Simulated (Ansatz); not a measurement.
Ideal-gas functions of CH3F2OV, SMILES `[CH3][V](=[O])([F])[F]` at 600 K and 1 bar, from an Ansatz frequency run at PBE0-D4/def2-TZVP.

Molar mass 119.97 g/mol, point group Cs (symmetry number 1), electronic degeneracy 1, moments of inertia 134.901, 140.587, 160.151 u Å². Harmonic wavenumbers (cm⁻¹, unscaled): 135, 175, 185, 226, 275, 305, 582, 584, 674, 755, 828, 1153, 1179, 1403, 1410, 3044, 3158, 3163.

Use S(trans) = R[1.5 ln M + 2.5 ln T − 1.1517]; rotational temperatures θ = 24.2544 K / I; S(rot) = R[ln(√π/σ · √(T³/θAθBθC)) + 1.5]; for each mode x = 1.438777 ν̃/T, S = R[x/(eˣ − 1) − ln(1 − e⁻ˣ)] and H = RT x/(eˣ − 1); 1 cm⁻¹ = 0.0119627 kJ/mol; R = 8.31446 J/(mol·K).

**Question.** By hand: the entropy, in J/(mol·K).

**Answer.** Translation 183.1. Rotation: θ = 0.1798, 0.1725, 0.1514 K, giving 119.3. Vibration, mode by mode: 17.73, 15.60, 15.14, 13.51, 11.93, 11.10, 6.19, 6.16, 5.17, 4.43, 3.86, 2.09, 1.99, 1.29, 1.28, 0.05, 0.04, 0.04, in all 117.6. Electronic 0.0. Sum 420.0 J/(mol·K).

**Question.** By hand: H − E and G − E in kJ/mol, counted from the electronic energy.

**Answer.** Zero-point energy ½ × 19234 × 0.0119627 = 115.0; thermal vibration 35.9; translation, rotation and pV give 4 RT = 20.0. H − E = 170.9 kJ/mol, and G − E = 170.9 − 600 × 420.0/1000 = -81.1 kJ/mol.

Vibration gives 28 % of the entropy, 17.7 J/(mol·K) of it from the mode under 150 cm⁻¹: soft modes count most, and the harmonic formula is weakest for them.
